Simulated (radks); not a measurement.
Species: neutral potassium. Configuration: [Ar] 4s1.

Calculated with a radial shooting solver on a logarithmic mesh with Libxc functionals: non-relativistic Kohn-Sham, PBE, spin-polarised, spherical densities, point nucleus; open shells are filled with parallel spins first; hard spherical wall at 8 bohr.

Energy parts (eV):
| part | energy |
|---|---|
| total | -16318.422 |
| kinetic | 16304.016 |
| electron-nucleus | -38743.459 |
| Hartree | 7025.271 |
| exchange-correlation | -904.251 |

Orbitals (lengths in bohr, moments of r in powers of bohr):
orbital,occ.,eigenvalue (eV),<r^2>
1s up,1,-3504.027,0.008932
1s down,1,-3504.010,0.008932
2s up,1,-349.5726,0.1802
2s down,1,-349.5534,0.1802
2p up,3,-279.0108,0.1530
2p down,3,-278.9931,0.1530
3s up,1,-34.1823,1.889
3s down,1,-34.1062,1.882
3p up,3,-18.0198,2.481
3p down,3,-17.9108,2.454
4s up,1,-1.6706,18.66
4s down,0,-0.6777,17.58
4p up,0,0.7038,22.24
3d up,0,1.5863,14.94
4p down,0,1.8700,21.21
3d down,0,2.3254,12.49
5s up,0,7.4916,25.62
5s down,0,8.6478,26.12

The highest occupied level is 4s up at -1.671 eV. The pressure on the wall is 0.514 GPa. Spin moment in Bohr magnetons: 1. Summed over all electrons, <r^2> = 38.54 bohr^2, which gives a Langevin (diamagnetic) susceptibility term of -30.5 x 10^-6 cm^3/mol. The density falls to 0.001 e/bohr^3 at r = 4.70 bohr. The spin density at the nucleus is 1.468 e/bohr^3 (1s 0.018, 2s 0.002, 3s -0.032, 4s 1.480), a Fermi contact field of 77 T.
